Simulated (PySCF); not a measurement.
**Two probes of the same atoms: core binding energy and nuclear shielding**

Compound: C6H7BN2.
Atom-mapped SMILES: `[CH:1]#[C:2][B@@H-:3]([CH3:4])[N+:5]#[C:6][CH2:7][C:8]#[N:9]`

Binding energies: PySCF 2.14.0, delta-SCF UKS SCAN, pcX-2 on the ionised atom, pcseg-1 elsewhere, spin-free X2C. Shieldings: GIAO B97-2/pcSseg-1, non-relativistic, same geometry.

```json
{"atom": "C1", "C 1s (eV)": "289.29"}
{"atom": "C2", "C 1s (eV)": "289.36"}
{"atom": "C4", "C 1s (eV)": "289.24"}
{"atom": "C6", "C 1s (eV)": "293.62"}
{"atom": "C7", "C 1s (eV)": "294.96"}
```

Problem. What are the absolute isotropic shieldings of these atoms?

Solution. 
```
atom                   environment  C 1s (eV)  isotropic shielding (ppm)
  C4     sp3 carbon bound to boron     289.24                      177.0
  C1        terminal alkyne carbon     289.29                       96.3
  C2                 alkyne carbon     289.36                       88.5
  C6          triply bonded carbon     293.62                       76.5
  C7  sp3 carbon next to a nitrile     294.96                      174.9
```

Problem. Among the listed atoms, is the one with the highest binding energy also the least shielded?

Solution. No. The highest binding energy is at C7 (294.96 eV, shielding 174.9 ppm), the lowest shielding at C6 (76.5 ppm, 293.62 eV).

By binding energy: C4 ≈ C1 < C2 < C6 < C7. By shielding: C6 < C2 < C1 < C7 < C4.

Spin contamination (⟨S²⟩ against 0.75 for a pure doublet) is marked for C 1s of C2 (0.88) and C 1s of C6 (0.93), which makes these values less certain. Isolated species at its PBE0-D3(BJ)/def2-SVP geometry, gas phase.
